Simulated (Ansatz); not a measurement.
CH6Ge (SMILES [CH3][GeH3]): methods side by side

CH6Ge: 8 atoms, total charge 0, spin state singlet. SMILES: `[CH3][GeH3]`. The shape is that of a PBE0-D4/def2-TZVP optimisation. The run starts from this shape.

```
atom    x (Å)    y (Å)    z (Å)
   C  -0.3109   0.1903  -0.9714
  Ge   0.2969  -0.1819   0.8467
   H  -1.3801   0.4042  -0.9765
   H   0.2188   1.0522  -1.3784
   H  -0.1246  -0.6694  -1.6160
   H   0.0307   1.0282   1.7601
   H   1.8071  -0.4796   0.8577
   H  -0.4457  -1.4012   1.4221
```

Each level gives the adiabatic ionisation energy (to the doublet cation, no zero-point term) (eV). The values are calculated.

```json
{"level": "HF/STO-3G", "kind": "Hartree–Fock", "program": "Ansatz", "value (eV)": "8.17", "CPU time (all runs)": "5.7 s"}
{"level": "HF/3-21G", "kind": "Hartree–Fock", "program": "Ansatz", "value (eV)": "9.17", "CPU time (all runs)": "7.7 s"}
{"level": "HF/6-31G* (Cartesian functions)", "kind": "Hartree–Fock", "program": "Ansatz", "value (eV)": "8.91", "CPU time (all runs)": "19 s"}
{"level": "B3LYP/6-31G* (Cartesian functions)", "kind": "global hybrid", "program": "Ansatz", "value (eV)": "9.99", "CPU time (all runs)": "43 s"}
{"level": "MP2/6-31G* (Cartesian functions)", "kind": "perturbation theory", "program": "Ansatz", "value (eV)": "9.82", "CPU time (all runs)": "29 s"}
```

All-electron rows without a relativistic Hamiltonian named are non-relativistic. The values span 8.17 to 9.99 eV. In the correlated wave-function rows the outer d shell of Ge is correlated, in sets not made for it. Times are those of the runs behind each value, whatever else they computed, on shared processors of several kinds: orders of magnitude only.
